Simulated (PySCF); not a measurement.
## Si2PH8N

Si2PH8N is a small molecule, neutral, singlet. The structure, one conformer, was relaxed in the gas phase by PBE0-D3(BJ)/def2-SVP. No frequency run checks that it is a minimum.

SMILES: [SiH3]N([SiH3])P

```xyz
12

Si    0.450   -1.278    1.212
N     0.117   -0.172   -0.112
Si   -0.663    1.392    0.033
P     0.614   -0.717   -1.691
H    -0.045   -0.636    2.464
H     1.915   -1.548    1.335
H    -0.246   -2.585    1.013
H    -0.991    1.651    1.466
H    -1.916    1.419   -0.784
H     0.242    2.465   -0.483
H     1.271    0.467   -2.165
H    -0.577   -0.430   -2.438
```
Atom numbers follow the order of the file, from 1.

Shieldings: GIAO PBE0/pcSseg-2. Shifts are against computed references at the same level: H TMS (σ 31.24 ppm), Si TMS (σ 341.3 ppm). Core levels by delta-SCF with SCAN, pcX-2 on the ionised atom and pcseg-1 elsewhere, spin-free X2C (2p3/2 is the spin-free 2p value less a third of a first-order spin-orbit splitting); from the vacuum level, for chosen atoms.

Give the shieldings and core levels atom by atom.


```tsv
atoms	bonded to	σ (ppm)	δ (ppm)	core level (eV)
Si1	1 N + 3 H	379.3	-38.0	2p3/2 107.15
N2	1 P + 2 Si	278.8	-	1s 404.21
Si3	1 N + 3 H	371.9	-30.6	2p3/2 107.17
P4	1 N + 2 H	362.0	-	2p3/2 137.21
H5 H6 H7	1 Si	26.48	4.77	-
H8 H9 H10	1 Si	26.38	4.87	-
H11 H12	1 P	26.04	5.21	-
```

Values are those of this one static structure, with the three H of a rotating XH3 group averaged; atoms that internal rotation interchanges would show their mean in an NMR spectrum.

By CAM-B3LYP/def2-SVPD (TDDFT singlets, Tamm-Dancoff triplets, ionisation by delta-SCF), where does absorption start, and what does vertical ionisation take?

The first singlet with intensity lies at 6.06 eV (f 0.038); what lies below it is dark. The lowest singlet lies at 6.02 eV (f 0.000), the strongest of the first 6 at 7.06 eV (f 0.088), the lowest triplet at 5.10 eV; vertical ionisation takes 9.52 eV.

The 3 runs behind this took 100 s in all, one thread each of Arm Neoverse V2 on a shared host, launched as `OMP_NUM_THREADS=1 python cluster_run.py task.json out`.
